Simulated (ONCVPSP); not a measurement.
**An all-electron radial function and its pseudo partner (molybdenum (Mo))**

Columns: radius, all-electron u(r) and pseudo u(r) of the 4s shell (level -67.10 eV) of molybdenum in the configuration [Ar] 3d10 4s2 4p6 4d4 5s2; PBE, scalar-relativistic, ONCV scheme, ONCVPSP 4.0.1.

```
r (bohr)  all-electron  pseudo
   0.110        0.3786  0.0583
   0.220       -0.2794  0.1403
   0.330       -0.5973  0.2606
   0.440       -0.3192  0.4191
   0.550        0.1670  0.6006
   0.660        0.6055  0.7800
   0.770        0.9057  0.9301
   0.880        1.0638  1.0296
   0.990        1.1078  1.0680
   1.100        1.0726  1.0472
   1.210        0.9895  0.9788
   1.320        0.8824  0.8798
   1.430        0.7677  0.7674
   1.540        0.6557  0.6556
   1.650        0.5521  0.5520
   1.760        0.4598  0.4597
   1.870        0.3795  0.3795
   1.980        0.3112  0.3111
   2.090        0.2537  0.2536
   2.200        0.2058  0.2058
   2.310        0.1664  0.1664
   2.420        0.1341  0.1340
   2.530        0.1077  0.1077
   2.640        0.0864  0.0864
   2.750        0.0691  0.0691
   2.860        0.0552  0.0552
```

Question: How many radial nodes do the two functions have?

Answer: The all-electron 4s function has n − l − 1 = 3 (the table is too coarse to show those close to the nucleus); the pseudo-wave has 0, since the states of the same l below it are removed with the core.

Question: At about which radius was the pseudo-wave matched?

Answer: 1.50 bohr, where the columns begin to agree (steps of 0.11 bohr).

Question: Is the pseudo-wave norm-conserving?

Answer: Yes: the ONCV scheme keeps the norm inside the radius equal to the all-electron one, which fixes the energy derivative of the logarithmic derivative at the level.
